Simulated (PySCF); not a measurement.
Excited states of B³⁺ (boron, charge +3)

Ground state 1s2, ¹S. All numbers are calculated (PySCF 2.14, no relativity, point nucleus, in def2-TZVP (5s3p2d1f, 31 functions)). Vertical excitation energies in eV without spin-orbit coupling; excited terms of each kind are numbered among those the solver found. Frozen: nothing.

| term | leading excitation | EOM-EE-CCSD |
| --- | --- | --- |
| 1 3S | 1s → s | 198.55 |
| 1 1S | 1s → s | 202.34 |
| 1 3P° | 1s → p | 203.04 |
| 1 1P° | 1s → p | 205.23 |
| 2 3S | 1s → s | 233.00 |
| 2 1S | 1s → s | 233.95 |
| 2 3P° | 1s → p | 234.12 |
| 1 3D | 1s → d | 234.74 |
| 1 1D | 1s → d | 234.76 |
| 2 1P° | 1s → p | 234.79 |
| 2 3D | 1s → d | 260.23 |
| 2 1D | 1s → d | 260.31 |
| 1 3F° | 1s → f | 263.09 |
| 1 1F° | 1s → f | 263.10 |

Only the lower part of the computed list is shown. Doubly excited terms such as np² are absent. The solver can miss terms.
